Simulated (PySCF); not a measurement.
Cd(H)(OMe) (CH4CdO), SMILES C[O][CdH].

Geometry: PBE0-D3(BJ)/def2-TZVP. The def2 effective core potentials stand for the cores of Cd; spin–orbit coupling is left out.

Computed with PBE0-D3(BJ)/def2-TZVP run with PySCF 2.14.0.

Frequencies are harmonic and unscaled.

Computed vibrational spectrum:
```
mode  ν (cm⁻¹)  IR (km/mol)  moving atoms (share of kinetic energy)
----  --------  -----------  --------------------------------------
1          101          1.6                          H 82 %, O 16 %
2          169          0.7                  C 35 %, O 30 %, H 28 %
3          463         65.3                                  H 94 %
4          476         60.7                           H 78 %, O 8 %
5          523         52.0                 O 60 %, H 20 %, Cd 12 %
6         1135        228.3                          O 49 %, C 43 %
7         1170          0.1                          H 78 %, C 18 %
8         1191          6.4                   H 71 %, C 20 %, O 9 %
9         1478         32.5                          H 88 %, C 11 %
10        1493          1.9                                  H 96 %
11        1493          2.9                                  H 96 %
12        1899        129.3                                  H 99 %
13        2959        141.9                                  H 97 %
14        3000         79.8                           H 91 %, C 9 %
15        3039         58.9                           H 91 %, C 9 %
```
